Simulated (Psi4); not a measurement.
selenium dioxide (O2Se), singlet, at a GFN2-xTB geometry; CAM-B3LYP/6-311G** (Psi4 1.11).

Input for Psi4:
```
memory 2 GB

molecule mol {
0 1
  O    -1.308581    0.550192    0.031692
  Se    0.014599   -0.288555   -0.024170
  O     1.246535    0.676168    0.071032
}

set basis 6-311g**
set reference rks

energy('cam-b3lyp')
print_variables()
```

What the program printed (banner, timings and long lists left out):

```
   => Loading Basis Set <=

    Name: 6-311G**
    Role: ORBITAL
    Keyword: BASIS

         ---------------------------------------------------------
                                   SCF
               by Justin Turney, Rob Parrish, Andy Simmonett
                          and Daniel G. A. Smith
                              RKS Reference
         ---------------------------------------------------------

  ==> Geometry <==

    Molecular point group: cs
    Full point group: Cs

    Geometry (in Angstrom), charge = 0, multiplicity = 1:

       Center              X                  Y                   Z               Mass
    ------------   -----------------  -----------------  -----------------  -----------------
         O            0.581799681157     1.310220535271     0.000000000000    15.994914619570
         SE          -0.258674894495    -0.013042436755     0.000000000000    79.916521800000
         O            0.710635967092    -1.245055687187     0.000000000000    15.994914619570

  Running in cs symmetry.

  Rotational constants: A =      0.89889  B =      0.32201  C =      0.23708 [cm^-1]
  Rotational constants: A =  26948.00324  B =   9653.54714  C =   7107.45356 [MHz]
  Nuclear repulsion =  196.874086452115790

  Charge       = 0
  Multiplicity = 1
  Electrons    = 50
  Nalpha       = 25
  Nbeta        = 25

  ==> Algorithm <==

  SCF Algorithm Type is DF.
  DIIS enabled.
  MOM disabled.
  Fractional occupation disabled.
  Guess Type is SAD.
  Energy threshold   = 1.00e-06
  Density threshold  = 1.00e-06
  Integral threshold = 1.00e-12

  ==> Primary Basis <==

  Basis Set: 6-311G**
    Blend: 6-311G**
    Number of shells: 34
    Number of basis functions: 80
    Number of Cartesian functions: 85
    Spherical Harmonics?: true
    Max angular momentum: 2

  ==> DFT Potential <==

   => LibXC <=

    Version 7.1.2
    S. Lehtola, C. Steigemann, M. J. T. Oliveira, and M. A. L. Marques,  SoftwareX 7, 1–5 (2018) (10.1016/j.softx.2017.11.002)

   => Composite Functional: CAM-B3LYP <=

    CAM-B3LYP Hyb-GGA Exchange-Correlation Functional

    T. Yanai, D. P. Tew, and N. C. Handy,  Chem. Phys. Lett. 393, 51 (2004) (10.1016/j.cplett.2004.06.011)

    Deriv               =              1
    GGA                 =           TRUE
    Meta                =          FALSE

    Exchange Hybrid     =           TRUE
    MP2 Hybrid          =          FALSE

   => Exchange Functionals <=

    0.3500         Becke 88 [omega = 0.3300]
[...]
   @DF-RKS iter   4: -2551.98542001606938   -9.33727e-05   1.24313e-03 DIIS/ADIIS
   @DF-RKS iter   5: -2551.98738633694938   -1.96632e-03   1.30519e-04 DIIS/ADIIS
   @DF-RKS iter   6: -2551.98740832678732   -2.19898e-05   1.90672e-05 DIIS
   @DF-RKS iter   7: -2551.98740907447382   -7.47686e-07   3.07562e-06 DIIS
   @DF-RKS iter   8: -2551.98740911868254   -4.42087e-08   9.59391e-07 DIIS
  Energy and wave function converged.

  ==> Post-Iterations <==

   Electrons on quadrature grid:
      Ntotal   =   49.9999674891 ; deviation = -3.251e-05

    Orbital Energies [Eh]
    ---------------------

    Doubly Occupied:

[...]
      19Ap    -0.386691

    Virtual:

[...]
      57Ap   960.079259

    Final Occupation by Irrep:
             Ap   App
    DOCC [    19,    6 ]
    NA   [    19,    6 ]
    NB   [    19,    6 ]

  @DF-RKS Final Energy: -2551.98740911868254

   => Energetics <=

    Nuclear Repulsion Energy =            196.8740864521157903
    One-Electron Energy =               -3939.7133643964016301
    Two-Electron Energy =                1271.8696463037779267
    DFT Exchange-Correlation Energy =     -81.0177774781745370
    Empirical Dispersion Energy =           0.0000000000000000
    VV10 Nonlocal Energy =                  0.0000000000000000
    Total Energy =                      -2551.9874091186825353

Computation Completed

Properties will be evaluated at   0.000000,   0.000000,   0.000000 [a0]

Properties computed using the SCF density matrix

 Multipole Moments:

 ------------------------------------------------------------------------------------
     Multipole            Electronic (a.u.)      Nuclear  (a.u.)        Total (a.u.)
 ------------------------------------------------------------------------------------

 L = 1.  Multiply by 2.5417464519 to convert [e a0] to [Debye]
 Dipole X            :         -4.1488835            2.9187553           -1.2301283
 Dipole Y            :         -0.2092662            0.1471642           -0.0621020
 Dipole Z            :          0.0000000            0.0000000            0.0000000
 Magnitude           :                                                    1.2316948

 ------------------------------------------------------------------------------------

  Variable Map:
  ----------------------------------------------------------------------------
[...]
  Array Variable Map:
  ----------------------------------------------------------------------------
[...]
[...]
```
